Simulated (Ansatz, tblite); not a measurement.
Isomers of Pb$_{2}$S$_{5}$⁻ (doublet), found by a short tight-binding search and relaxed with PBE-D4/def2-SVPD in Ansatz.

In the def2 sets Pb takes a core potential; there is no spin–orbit coupling. The xTB rows come from tblite. Correlated methods freeze 33 core orbitals; core or outer-core shells of Pb are correlated, in sets that lack core-valence functions.

Other spin states weren't relaxed.

A:

```xyz
7

Pb   -1.880   -1.079   -0.099
Pb    1.150    1.272   -1.330
S     0.532   -2.151    0.579
S    -1.092    0.288   -2.138
S    -1.174    0.706    1.836
S     2.086   -0.947   -0.053
S     0.378    1.913    1.204
```

B:

```xyz
7

Pb   -0.748    1.416   -0.768
Pb    1.463   -1.101   -1.225
S    -0.771   -1.095    2.184
S     1.752    1.167    0.130
S    -0.504    0.864    2.574
S    -0.084    0.080   -2.997
S    -1.108   -1.330    0.101
```

C:

Cartesian coordinates in Å:
```
Pb 1.421 -1.953 -2.376
Pb -0.565 -0.921 0.489
S 0.988 1.288 1.172
S -0.581 2.552 1.688
S -2.350 1.819 1.054
S -0.735 -0.559 -2.164
S 1.822 -2.226 0.137
```

Q: Estimate which lies lowest at each level, and how far above it the others are (eV).

A: 
```
               level     A     B     C
            GFN1-xTB  0.00  0.72  1.09
            GFN2-xTB  0.00  0.68  0.83
        HF/def2-SVPD  0.04  0.08  0.00
LDA (SPW92)/def2-SVP  0.00  0.40  0.69
     PBE-D4/def2-SVP  0.00  0.36  0.56
  revPBE-D4/def2-SVP  0.00  0.33  0.56
  r2SCAN-D4/def2-SVP  0.00  0.38  0.52
    PBE0-D4/def2-SVP  0.00  0.36  0.55
       MP2/def2-SVPD  0.00  0.22  0.28
```
Point groups (tolerance 0.1 Å): A not assigned, B not assigned, C not assigned. Lower isomers may exist.
